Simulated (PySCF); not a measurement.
selenium dioxide cation (O₂Se), SMILES O=[Se]=O (connectivity only; charge and spin as stated), charge +1, multiplicity 2.

Geometry: B3LYP-D3(BJ)/def2-TZVP. The geometry has at least one imaginary mode, so it is a saddle point at that level. The spin state was assumed, not searched.

Calculation: TDA-CAM-B3LYP/def2-SVPD (PySCF).

Vertical excitations. Isolated molecule, no solvent.

```json
[
 {"state": "root 1", "energy (eV)": "0.82", "λ (nm)": "1508", "f": "0.003", "main pairs": "β HOMO→LUMO 91 %"},
 {"state": "root 2", "energy (eV)": "0.96", "λ (nm)": "1293", "f": "0.000", "main pairs": "β HOMO−1→LUMO 97 %"},
 {"state": "root 3", "energy (eV)": "2.96", "λ (nm)": "419", "f": "0.000", "main pairs": "α HOMO→LUMO 17 %, β HOMO→LUMO+1 81 %"},
 {"state": "root 4", "energy (eV)": "3.04", "λ (nm)": "408", "f": "0.000", "main pairs": "α HOMO−1→LUMO 51 %, β HOMO−1→LUMO+1 46 %"},
 {"state": "root 5", "energy (eV)": "3.58", "λ (nm)": "347", "f": "0.003", "main pairs": "α HOMO→LUMO 81 %, β HOMO→LUMO+1 17 %"},
 {"state": "root 6", "energy (eV)": "3.72", "λ (nm)": "334", "f": "0.003", "main pairs": "β HOMO−2→LUMO 52 %, β HOMO−4→LUMO 28 %, β HOMO−1→LUMO+1 14 %"},
 {"state": "root 7", "energy (eV)": "3.84", "λ (nm)": "323", "f": "0.004", "main pairs": "β HOMO−3→LUMO 95 %"},
 {"state": "root 8", "energy (eV)": "4.02", "λ (nm)": "309", "f": "0.008", "main pairs": "β HOMO−4→LUMO 62 %, β HOMO−2→LUMO 32 %"},
 {"state": "root 9", "energy (eV)": "4.29", "λ (nm)": "289", "f": "0.001", "main pairs": "α HOMO−2→LUMO 96 %"},
 {"state": "root 10", "energy (eV)": "5.55", "λ (nm)": "224", "f": "0.004", "main pairs": "α HOMO−3→LUMO 48 %, β HOMO−3→LUMO+1 46 %"}
]
```
Unrestricted roots are not spin-pure.
